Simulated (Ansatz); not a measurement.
```xyz
2

Al   -0.0051    0.0071   -0.6907
F    -0.0060    0.0058    0.9852
```

Basis set: cc-pVDZ (spherical functions). Left uncorrelated: 6 orbitals. Charge 0, multiplicity 1.

Computed with Ansatz (development build ahead of 0.2.0); each method stands on the lowest determinant of its kind that the runs found. Restricted open shells among the atoms or ions are ROHF, correlated in semicanonical orbitals with singles.

**Question.** Give the atomization energy at this shape (free ground-state atoms in the same class of orbitals less the molecule, no zero-point energy) of singlet AlF by RHF-MP2, RHF.

**Answer.**

```tsv
method	atomization energy
RHF-MP2	149.74 kcal/mol
RHF	113.68 kcal/mol
```
